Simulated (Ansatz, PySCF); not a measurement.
Gas-phase reaction in SMILES: N[Si](N)(F)F -> N[Si](F)F + [NH2] (NH2) (the N-Si bond at the site shown breaks; other sites are not compared here)
Geometries: B3LYP-D3(BJ)/def2-TZVP minima from Ansatz (a quantum-chemistry and plane-wave program), one conformer each, not searched for the lowest. Frequencies are from Ansatz or PySCF.
Geometry of the first species:
```xyz
9

Si    -0.0012    -0.0081    -0.0030
F      0.3503    -0.5884    -1.4490
F     -0.6248    -1.2597     0.7691
N     -1.1963     1.1814     0.0597
N      1.4596     0.5910     0.5924
H     -2.1730     0.9472     0.1243
H     -1.0427     2.1072    -0.3029
H      1.5152     1.0739     1.4733
H      2.3450     0.2109     0.3017
```

Property: bond dissociation energy (enthalpy at 298 K, with B3LYP-D3(BJ) rigid-rotor harmonic-oscillator terms), in kJ/mol. Cores are frozen in the correlated levels unless marked. UHF or UKS for open shells. No spin-orbit coupling. No relativistic terms. CBS(X,Y): correlation extrapolated as X^-3; Hartree-Fock from the larger set. The bracket is a focal-point correction in the basis named.

```csv
level,program,bond dissociation energy (kJ/mol),minus last row
HF/cc-pV(T+d)Z,Ansatz,383.0,-119.1
r2SCAN0/def2-TZVPD,Ansatz,466.1,-36.0
wB97M-V/def2-TZVPD,Ansatz,500.1,-2.0
wB97X-V/def2-TZVPD,Ansatz,492.5,-9.6
MP2/aug-cc-pV(D+d)Z,Ansatz,481.7,-20.4
SCS-MP2/STO-3G,Ansatz,401.0,-101.1
SCS-MP2/6-31G*,Ansatz,486.0,-16.1
CCSD/6-31G*,Ansatz,469.5,-32.6
CCSD/cc-pV(T+d)Z,Ansatz,484.0,-18.1
"RI-MP2/CBS(aug-cc-pV(T+d)Z,aug-cc-pV(Q+d)Z)+[CCSD(T)-MP2]/aug-cc-pV(T+d)Z",Ansatz,502.1,0.0
```
